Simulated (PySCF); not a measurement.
**From computed data to an observable: oscillator strength and radiative lifetime**

C₂H₄I, SMILES C[CH]I (connectivity only; charge and spin as stated), charge +1, multiplicity 1.

Geometry: PBE0-D3(BJ)/def2-SVP. The spin state was assumed, not searched. The isomer is the one that the SMILES or the coordinates give; other isomers of the formula were not compared. The def2 effective core potentials stand for the cores of I; spin–orbit coupling is left out.

TDDFT-CAM-B3LYP/def2-SVPD in PySCF 2.14.0 puts the first singlet state with f over 0.02 at 4.65 eV (vertical), with the transition dipole (0.164, -1.322, 0.000) in atomic units.

Q: Find the oscillator strength, the wavelength and the radiative lifetime that this transition would have in vacuum if emission retraced absorption.

A: 
|μ|² = 1.7746 au, so |μ| = 3.39 D. ΔE = 4.65/27.211 = 0.1709 hartree. f = (2/3) ΔE |μ|² = 0.202 (the program prints 0.202).
λ = 1239.84/4.65 = 267 nm; ν = 37505 cm⁻¹.
Einstein's coefficient A = 0.6670 ν² f s⁻¹ (ν in cm⁻¹) = 1.9e8 s⁻¹, so τ = 1/A = 5.3 ns. This state is S2; the lower singlet has f = 0.000. The figure is the radiative limit of this one transition; relaxation, internal conversion, crossing to triplets and a medium change what is measured.
